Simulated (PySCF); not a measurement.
Choosing a molecule for a target property.

Each SMILES stands for a single optimised conformer of the isolated species, non-relativistic unless stated; the electronic structure was computed with PySCF and density fitting.

Dipoles, sizes and rotational constants follow the conformer. The torsions of the flexible species, by atom-mapped SMILES:
- `[CH3:1][c:2]1[cH:3][cH:4][s:5][c:6]1[N:7]([SiH3:8])[SiH3:9]`: S5–C6–N7–Si8 -51°
- `[CH3:1][CH2:2][CH2:3][SiH2:4][SiH2:5][SiH2:6][F:7]`: C1–C2–C3–Si4 -60°, C2–C3–Si4–Si5 -47°, C3–Si4–Si5–Si6 -38°, Si4–Si5–Si6–F7 65°
- `[F:1][C:2]([F:3])([F:4])[CH2:5][SiH2:6][P:7]([SiH3:8])[SiH3:9]`: F1–C2–C5–Si6 -178°, C2–C5–Si6–P7 -179°, C5–Si6–P7–Si8 -179°
- `[NH2:1][C@@H:2]1[CH2:3][CH2:4][C@@H:5]1[NH:6][SiH2:7][F:8]`: C4–C5–N6–Si7 167°, C5–N6–Si7–F8 176°, H–N1–C2–C3 180°, H–N1–C2–C3 60°
- `[Cl:1][CH2:2][CH2:3][CH2:4][SiH2:5][CH:6]([Cl:7])[Cl:8]`: Cl1–C2–C3–C4 65°, C2–C3–C4–Si5 180°, C3–C4–Si5–C6 -178°, C4–Si5–C6–Cl7 59°
- `[CH3:1][C@@:2]([SiH3:3])([Cl:4])[CH2:5][CH:6]([Cl:7])[Cl:8]`: C1–C2–C5–C6 -176°, C2–C5–C6–Cl7 -76°

The conformers of `C[C@@H](O)C[SiH2][SiH2][SiH2]F`, `C=C1[SiH2]C[SiH2]O[SiH2][SiH2]1` and `CC(=O)[Si@@H]1C[SiH2][SiH2][SiH2]1` aren't listed.

Question: Wanted: HOMO–LUMO gap between 5.7 eV and 6.9 eV (PBE0/pcSseg-1) and HOMO energy below -6.7 eV (PBE0/pcSseg-1), at GFN2-xTB geometries. Which candidate meets both?
A. `FC(F)(F)C[SiH2]P([SiH3])[SiH3]`
B. `C[C@@H](O)C[SiH2][SiH2][SiH2]F`
C. `C=C1[SiH2]C[SiH2]O[SiH2][SiH2]1`
D. `CC1=C(N([SiH3])[SiH3])SC=C1`
E. `C1[C@H](N[SiH2]F)[C@H](N)C1`
F. `CCC[SiH2][SiH2][SiH2]F`
G. `CC(=O)[Si@@H]1C[SiH2][SiH2][SiH2]1`

Answer: C. Computed values:
| species | HOMO–LUMO gap | HOMO energy |
| --- | --- | --- |
| CC(=O)[Si@@H]1C[SiH2][SiH2][SiH2]1 | 5.51 eV | -6.84 eV |
| CC1=C(N([SiH3])[SiH3])SC=C1 | 5.90 eV | -6.08 eV |
| C=C1[SiH2]C[SiH2]O[SiH2][SiH2]1 | 6.64 eV | -7.67 eV |
| C1[C@H](N[SiH2]F)[C@H](N)C1 | 6.76 eV | -6.51 eV |
| FC(F)(F)C[SiH2]P([SiH3])[SiH3] | 7.05 eV | -7.36 eV |
| CCC[SiH2][SiH2][SiH2]F | 7.40 eV | -8.29 eV |
| C[C@@H](O)C[SiH2][SiH2][SiH2]F | 7.72 eV | -8.02 eV |

Question: Wanted: smallest rotational constant above 0.7 GHz (GFN2-xTB) and dipole moment below 1.8 D (PBE0/pcSseg-1), at GFN2-xTB geometries. Which candidate meets both?
A. `C([SiH2]C(Cl)Cl)CCCl`
B. `C1[C@@H]([C@@H](C1)N)N[SiH2]F`
C. `Cc1ccsc1N([SiH3])[SiH3]`
D. `C[C@@]([SiH3])(Cl)CC(Cl)Cl`
E. `FC(F)(F)C[SiH2]P([SiH3])[SiH3]`

Answer: B. Computed values:
| species | smallest rotational constant | dipole moment |
| --- | --- | --- |
| FC(F)(F)C[SiH2]P([SiH3])[SiH3] | 0.324 GHz | 2.43 D |
| C([SiH2]C(Cl)Cl)CCCl | 0.377 GHz | 3.19 D |
| C[C@@]([SiH3])(Cl)CC(Cl)Cl | 0.554 GHz | 2.05 D |
| Cc1ccsc1N([SiH3])[SiH3] | 0.643 GHz | 0.85 D |
| C1[C@@H]([C@@H](C1)N)N[SiH2]F | 0.832 GHz | 1.61 D |
